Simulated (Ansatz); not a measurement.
BFH4OSSi can be A, `O[SiH2]SBF`, or B, `OB(F)S[SiH3]`.

Calculated with Ansatz (gas phase, PBE0-D4/def2-TZVP geometries, no zero-point term in ΔE). CCSD(T)/CBS adds triple-zeta CCSD(T) − MP2 to the extrapolated MP2 energy (def2 sets, frozen cores). Functionals use def2-TZVPP. B3LYP here is the variant with VWN-RPA as its local correlation; programs differ in this. One conformer a species, not always the lowest.

**Question.** Which isomer does CCSD(T)/CBS put lower? Give the gap. (Best estimate.)

**Answer.** Computed: B, by 7.4 kcal/mol.

**Question.** Give E(B) − E(A) in kcal/mol with CCSD/def2-TZVPP, B3LYP-D4, PBE-D4, MP2/def2-TZVPP, HF/def2-TZVPP, ωB97M-V, B2PLYP. (Estimate.)

**Answer.** The calculation gave: CCSD/def2-TZVPP -8.3, B3LYP-D4 -8.2, PBE-D4 -8.7, MP2/def2-TZVPP -7.4, HF/def2-TZVPP -8.3, ωB97M-V -8.3, B2PLYP -7.6. None reverses the order clearly.

Largest T1 diagnostic: 0.013.
